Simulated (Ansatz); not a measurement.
Isolated molecules relaxed with PBE0-D4/def2-TZVP in Ansatz; ΔE leaves out vibrations. CCSD(T)/CBS adds triple-zeta CCSD(T) − MP2 to the extrapolated MP2 energy (def2 sets, frozen cores). This one scheme is used for every species. Functionals use def2-TZVPP. For Se outer-core shells are correlated without core-valence functions, which leaves a few kJ/mol of doubt a bond. Scalar relativity is left out up to krypton. One conformer a species, not always the lowest.

Reaction (hydrogenolysis of the Si–F bond): `O[SiH](F)[SeH]` + H₂ → `O[SiH2][SeH]` + H–F

| species | revPBE-D4 energy (Eh) |
| --- | --- |
| `O[SiH](F)[SeH]` | -2867.84817 |
| H₂ | -1.17698 |
| `O[SiH2][SeH]` | -2768.51787 |
| H–F | -100.45779 |

Task: Work out ΔE.

Result: ΔE = (-2768.51787) + (-100.45779) − (-2867.84817) − (-1.17698) = 0.04949 Eh = +129.9 kJ/mol. CCSD(T)/CBS gives +133.5 kJ/mol.

Largest T1 diagnostic among the species: 0.011.

From r2SCAN to r2SCAN0 (25 % exact exchange), in def2-TZVPP and without D4, ΔE moves by −4.6 kJ/mol. The D4 term adds +3.2 kJ/mol with B3LYP and +1.6 kJ/mol with PBE0; it sums over pairs of atoms, weighted by their polarisabilities, and B3LYP, whose exchange is more repulsive, gets the larger term. Leaving LDA and LC-ωPBE aside and taking each functional with its dispersion term where it has one, the values, not all of them listed here, spread over 15.7 kJ/mol, from HSE06-D4 to r2SCAN-D4. LDA lies +4.1 kJ/mol from PBE without D4.

B3LYP here is the variant with VWN-RPA as its local correlation; programs differ in this.
